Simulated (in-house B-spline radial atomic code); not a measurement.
A run on Ga⁻ that did not converge. Method: scalar-relativistic (X2C) B97-1, spin-polarised, spherical fractional occupations, exact exchange averaged over the configuration, Fermi nucleus of rms radius 3.9973 fm; computed with a B-spline radial code for spherical atoms.

Command:
```bash
python run_scf.py task.json out
```
Settings (nuclear radius in fm, mass in u):
```
Z                31
configuration    [Ar] 3d10 4s2 4p2
hamiltonian      x2c
method           b97_1
spin_polarised   True
nucleus          fermi
rms_radius       3.9973
atomic_mass      68.92557
speed_of_light   137.035999084
exact_exchange   averaged over the configuration
```

First and last ten iterations of the last attempt (damped for 15 steps, keeping 80 % of the old Fock matrix, then DIIS):
```
 iter        energy (Eh)    residual
    1       -1943.219855    3.59e-01
    2       -1943.436758    7.85e-02
    3       -1943.747179    4.90e-02
    4       -1943.781512    3.47e-02
    5       -1943.788271    2.51e-02
    6       -1943.792607    1.88e-02
    7       -1943.795176    1.39e-02
    8       -1943.794588    1.07e-02
    9       -1943.718305    1.53e-02
   10       -1943.786283    8.73e-03
  111       -1943.796406    3.03e-03
  112       -1943.796666    2.94e-03
  113       -1943.798102    2.74e-03
  114       -1943.797785    2.89e-03
  115       -1943.799282    1.86e-03
  116       -1943.583064    2.52e-02
  117       -1943.586159    2.43e-02
  118       -1943.546945    3.64e-02
  119       -1943.544430    3.74e-02
  120       -1943.548706    3.58e-02
 not converged after 120 iterations
```

The smallest residual met was 5.7e-05; the threshold is about 3e-07. No energy from this run should be used. Time taken, with all properties: 3 s on 1 thread of Intel(R) Xeon(R) 6975P-C (shared host).
